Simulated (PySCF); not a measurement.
How methods differ on the excitation energy of Mo²⁺

Mo²⁺ [Kr] 4d4 (5D) → Mo²⁺ [Kr] 4d3 5s1 (5F), as a difference of total energies. Calculation: PySCF 2.14, in x2c-TZVPPall with one added diffuse shell each of s, p, d, f type (9s7p7d3f1g, 95 functions); the spin-free X2C one-electron Hamiltonian (Gaussian nucleus). Correlated levels: valence and next inner shell: [Ar] 3d10 frozen. The calculations carry no spin-orbit coupling.

| method | excitation energy (eV) |
| --- | --- |
| UHF | 3.967 |
| MP2 (valence and next inner shell) | 4.128 |
| SCS-MP2 (valence and next inner shell) | 4.063 |
| CCSD (valence and next inner shell) | 4.066 |
| CCSD(T) (valence and next inner shell) | 4.058 |

Problem. How much does correlation contribute at CCSD(T) (valence and next inner shell)?

Solution. 4.058 − (3.967) = 0.091 eV, measured against UHF.

A first-order spin-orbit estimate (lowest level to lowest level, LS coupling) adds -0.061 eV.
